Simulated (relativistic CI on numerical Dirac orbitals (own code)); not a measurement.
**Electric-dipole transitions in Ti XV**

Computed by Dirac-Coulomb-Breit CI, separate exchange-only KLI orbitals for each configuration, model QED, unscaled Slater integrals (own radial code, finite nucleus).

CI space (outside the closed core 1s2): 2s²2p⁴, 2s2p⁵, 2p⁶, 2p⁵3s, 2s²2p³3s, 2p⁵3p, 2p⁵3d, 2s²2p³3p, 2s²2p³3d, 2s2p⁴3s, 2s2p⁴3p, 2s2p⁴3d, 2s²2p³4s, 2s²2p³4p, 2s²2p³4d, 2s²2p³4f. Levels of other configurations are missing.

| λ vac (nm) | Lower | Upper | A (s⁻¹) | gf | Branching (%) |
| --- | --- | --- | --- | --- | --- |
| 1.9060 | 2s²2p⁴ ¹D2 [4] | 2s2p⁴3p ¹F°3 [130] | 1.79e+12 | 6.82e-01 | 94.0 |
| 1.9968 | 2s2p⁵ ³P°2 [6] | 2s2p⁴3d ³D3 [188] | 1.96e+12 | 8.19e-01 | 95.4 |
| 2.0052 | 2s2p⁵ ³P°2 [6] | 2s2p⁴3d ³D3 [187] | 2.04e+12 | 8.63e-01 | 97.4 |
| 2.0204 | 2s²2p⁴ ³P2 [1] | 2s²2p³3d ³F°3 [78] | 1.35e+12 | 5.79e-01 | 92.3 |
| 2.0225 | 2s²2p⁴ ³P1 [2] | 2s²2p³3d ³D°1 [85] | 4.67e+12 | 8.58e-01 | 50.3 |
| 2.0231 | 2s²2p⁴ ³P2 [1] | 2s²2p³3d ¹F°3 [76] | 1.44e+12 | 6.18e-01 | 31.9 |
| 2.0237 | 2s²2p⁴ ³P0 [3] | 2s²2p³3d ³D°1 [85] | 4.39e+12 | 8.08e-01 | 47.3 |
| 2.0260 | 2s²2p⁴ ³P1 [2] | 2s²2p³3d ³D°2 [84] | 3.66e+12 | 1.13e+00 | 69.4 |
| 2.0319 | 2s²2p⁴ ³P2 [1] | 2s²2p³3d ³S°1 [74] | 7.69e+12 | 1.43e+00 | 85.0 |
| 2.0365 | 2s²2p⁴ ³P2 [1] | 2s²2p³3d ¹D°2 [72] | 2.05e+12 | 6.37e-01 | 51.7 |
| 2.0386 | 2s²2p⁴ ³P2 [1] | 2s²2p³3d ¹D°2 [69] | 6.27e+12 | 1.95e+00 | 93.1 |
| 2.0404 | 2s²2p⁴ ³P2 [1] | 2s²2p³3d ³D°3 [68] | 7.64e+12 | 3.34e+00 | 98.7 |
| 2.0413 | 2s²2p⁴ ¹D2 [4] | 2s²2p³3d ¹F°3 [89] | 1.24e+13 | 5.44e+00 | 99.3 |
| 2.0424 | 2s²2p⁴ ¹D2 [4] | 2s²2p³3d ¹D°2 [88] | 6.40e+12 | 2.00e+00 | 79.9 |
| 2.0472 | 2s2p⁵ ³P°2 [6] | 2s2p⁴3d ³P2 [178] | 4.53e+12 | 1.42e+00 | 47.3 |
| 2.0478 | 2s2p⁵ ³P°2 [6] | 2s2p⁴3d ³D3 [176] | 5.81e+12 | 2.56e+00 | 99.4 |
| 2.0480 | 2s2p⁵ ³P°2 [6] | 2s2p⁴3d ³D2 [175] | 3.72e+12 | 1.17e+00 | 66.4 |
| 2.0523 | 2s²2p⁴ ³P1 [2] | 2s²2p³3d ³P°1 [73] | 3.48e+12 | 6.59e-01 | 72.6 |
| 2.0555 | 2s2p⁵ ³P°2 [6] | 2s2p⁴3d ³S1 [169] | 5.68e+12 | 1.08e+00 | 60.7 |
| 2.0601 | 2s2p⁵ ³P°1 [7] | 2s2p⁴3d ³P2 [178] | 5.01e+12 | 1.59e+00 | 52.3 |
| 2.0606 | 2s²2p⁴ ³P1 [2] | 2s²2p³3d ³D°2 [66] | 4.70e+12 | 1.50e+00 | 88.2 |
| 2.0620 | 2s2p⁵ ¹P°1 [9] | 2s2p⁴3d ¹D2 [200] | 1.49e+13 | 4.73e+00 | 99.1 |
| 2.0666 | 2s²2p⁴ ¹S0 [5] | 2s²2p³3d ¹P°1 [92] | 1.11e+13 | 2.14e+00 | 93.0 |
| 2.0670 | 2s2p⁵ ³P°0 [8] | 2s2p⁴3d ³P1 [179] | 5.76e+12 | 1.11e+00 | 61.5 |
| 2.0677 | 2s2p⁵ ¹P°1 [9] | 2s2p⁴3d ¹P1 [199] | 9.19e+12 | 1.77e+00 | 96.1 |
| 2.0696 | 2s²2p⁴ ¹D2 [4] | 2s²2p³3d ¹F°3 [76] | 3.07e+12 | 1.38e+00 | 68.0 |
| 2.0902 | 2s²2p⁴ ³P2 [1] | 2s²2p³3d ³D°3 [54] | 2.32e+12 | 1.06e+00 | 98.8 |
| 2.1212 | 2s2p⁵ ³P°2 [6] | 2s2p⁴3d ³D3 [150] | 5.55e+12 | 2.62e+00 | 99.6 |
| 2.1262 | 2s2p⁵ ³P°2 [6] | 2s2p⁴3d ³P2 [149] | 2.28e+12 | 7.72e-01 | 83.8 |
| 2.1293 | 2s2p⁵ ³P°1 [7] | 2s2p⁴3d ³P2 [152] | 3.34e+12 | 1.14e+00 | 98.4 |

Terms are leading LS components. Brackets give the number of a level in order of energy, since labels repeat. The list gives strong lines, with weight on those to low levels, without lines whose two gauges differ by over a factor of 2.5, among the lowest 200 of 342 levels, so that lines to higher ones, which can be the strongest, are missing. Levels whose partners in the same complex of configurations lie outside the list can be far off, and so can their lines. Rates are taken at the computed energies, electric ones in the length gauge.

At this charge energies of transitions that change n are usually good to better than 1 %, and those within a shell (Δn = 0) to a few per cent.

LS names give the leading component of a level, which can be under half, so a name can repeat, a term be missing and a line seem to break the LS rules.
